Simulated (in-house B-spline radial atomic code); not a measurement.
**TDHF excitations of Al II (Al+)**

Method: TDHF. Computed with a B-spline radial code for spherical atoms: linear response of the closed shell [Ne] 3s2 with bare exchange (time-dependent Hartree-Fock); scalar-relativistic (spin-free one-electron X2C), finite nucleus, no spin-orbit coupling, no double excitations, S, P, D and F terms only.

Command:
```bash
python run_td.py task.json out
```
Settings (radii: box in bohr, nucleus in fm):
```
Z                        13
electrons                12
configuration            [Ne] 3s2
hamiltonian              x2c
method                   hf
box_radius               41.61
rms_radius               3.061
intervals                76
```

Run time, properties included: 0.4 s on 1 thread of Intel(R) Xeon(R) Platinum 8488C (Sapphire Rapids) (shared host).

The lowest states, in the order of their Tamm-Dancoff energies; the method's threshold (minus the highest occupied level) is 17.781 eV. Labels give the largest channel, * marks a mixed state, and oscillator strengths are full-response dipole values. Measured ¹D terms are left out, since they can mix with doubly excited terms. Energies in eV:

```json
{"state": "3s → 3p 3P", "full response": "?", "Tamm-Dancoff": "?", "oscillator strength": "-", "measured (J-weighted term)": "?"}
{"state": "3s → 3p 1P", "full response": "7.147", "Tamm-Dancoff": "7.426", "oscillator strength": "1.78", "measured (J-weighted term)": "7.421"}
{"state": "3s → 4s 3S", "full response": "10.348", "Tamm-Dancoff": "10.371", "oscillator strength": "-", "measured (J-weighted term)": "11.317"}
{"state": "3s → 3d 3D", "full response": "10.900", "Tamm-Dancoff": "10.920", "oscillator strength": "-", "measured (J-weighted term)": "11.847"}
{"state": "3s → 4s 1S", "full response": "?", "Tamm-Dancoff": "?", "oscillator strength": "-", "measured (J-weighted term)": "?"}
{"state": "3s → 3d 1D", "full response": "11.709", "Tamm-Dancoff": "11.720", "oscillator strength": "-", "measured (J-weighted term)": "-"}
{"state": "3s → 4p 3P", "full response": "12.112", "Tamm-Dancoff": "12.131", "oscillator strength": "-", "measured (J-weighted term)": "13.075"}
{"state": "3s → 4p 1P", "full response": "12.519", "Tamm-Dancoff": "12.556", "oscillator strength": "0.00465", "measured (J-weighted term)": "13.257"}
{"state": "3s → 5s 3S", "full response": "13.889", "Tamm-Dancoff": "13.894", "oscillator strength": "-", "measured (J-weighted term)": "14.890"}
{"state": "3s → 4d 3D", "full response": "14.058", "Tamm-Dancoff": "14.063", "oscillator strength": "-", "measured (J-weighted term)": "15.062"}
```

Problem. Where does 3s → 4s 1S lie?

Solution. At 11.129 eV in full response, 11.144 eV in Tamm-Dancoff; measured 11.822 eV.

Problem. Where does 3s → 3p 3P lie?

Solution. At 2.934 eV in full response, 3.637 eV in Tamm-Dancoff; measured 4.651 eV.

Problem. How large is the singlet-triplet splitting of 3s → 3p (P terms) in Tamm-Dancoff?

Solution. 3.79 eV, from the unrounded values.

Problem. What polarisabilities and dispersion coefficient does the method give?

Solution. Dipole 26.26 bohr³, quadrupole 129.2 bohr⁵, C6 139.2 hartree·bohr⁶ for two such species.
